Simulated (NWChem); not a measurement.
System: C3H5ClSi; SMILES C#CC[SiH2]Cl

```xyz
10

C      1.0802    -2.6086    -0.2805
C      0.1739    -1.9119     0.1203
C     -0.8948    -1.0401     0.5675
Si    -0.9004     0.6343    -0.3100
Cl     0.8423     1.6582     0.1221
H      1.8833    -3.2319    -0.6275
H     -1.8815    -1.5036     0.3850
H     -0.8277    -0.8587     1.6543
H     -2.0515     1.4384     0.1914
H     -0.9923     0.4484    -1.7833
```
Atoms are numbered in this order, from 1.

All runs: NWChem. Medium grid unless said otherwise, to which SCAN and Minnesota functionals are sensitive. Structure relaxed at the PBE0/def2-SVP level.

Problem. Among these, which level gives the lowest value of “dipole (D)”?
A. PBE/def2-TZVP
B. CAM-B3LYP/def2-TZVP
C. B3LYP/def2-TZVP
D. M06-2X/def2-TZVP

Solution. A, PBE/def2-TZVP. Values: PBE/def2-TZVP 1.55; B3LYP/def2-TZVP 1.60; CAM-B3LYP/def2-TZVP 1.65; M06-2X/def2-TZVP 1.69
